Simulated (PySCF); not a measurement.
Polarisability and C₆ of C- (carbon, charge -1)

[He] 2s2 2p3, high-spin 4S determinant. All numbers are calculated (PySCF 2.14, scalar relativity by spin-free X2C-1e, in x2c-QZVPPall with one added diffuse shell each of s, p, d, f type (8s5p4d3f1g, 73 functions)). Coupled (time-dependent) response in atomic units; α is the mean over directions.

| method | mean α (bohr³) | C₆ (like pair) | S(−4) |
| --- | --- | --- | --- |
| UHF | 39.94 | 284.5 | 1121 |
| LC-wPBE | 45.85 | 344.1 | 1550 |

S(−4) is the Cauchy moment in α(ω) = α(0) + S(−4) ω² + …

α(iu) at LC-wPBE:

```csv
u (hartree),α(iu) (bohr³)
0,45.85
0.0500,42.44
0.100,35.66
0.200,24.19
0.300,16.92
0.500,9.272
0.750,5.214
1.00,3.339
1.50,1.714
2.00,1.045
3.00,0.5086
5.00,0.1994
```

A single London oscillator, α(iu) = α/(1 + u²/ω²), gives C₆ = (3/4) ω α². Matching the computed C₆ needs ω = 4 × 344.1 / (3 × 45.85²) = 0.218 hartree.

For an ion, C₆ is the dispersion term alone; charge-induced terms of lower order in 1/R come first.
